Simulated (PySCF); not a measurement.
Si(F)2(NHMe)(OH) (CH5F2NOSi), SMILES CN[Si](O)(F)F. The structure is a stationary point at PBE-D3(BJ)/def2-SVP. The structure was generated by enumeration, and PubChem lists no compound with its InChIKey, so it may never have been made. One conformer was computed; it need not be the lowest.

Computed equilibrium geometry at PBE-D3(BJ)/def2-SVP (PySCF confirms it by a frequency run) as a Z-matrix (one conformer of several):
```
N
H 1 1.0225
C 1 1.4551 2 115.12
H 3 1.1086 1 109.21 2 176.14
H 3 1.1118 4 107.11 1 121.02
H 3 1.1140 4 107.23 5 115.42
Si 1 1.7066 2 117.90 3 -164.24
F 7 1.6240 1 116.06 2 87.53
F 7 1.6260 8 105.41 1 117.29
O 7 1.6552 8 103.63 9 119.61
H 10 0.9727 7 113.96 8 176.38
```
Charge 0, spin multiplicity 1.
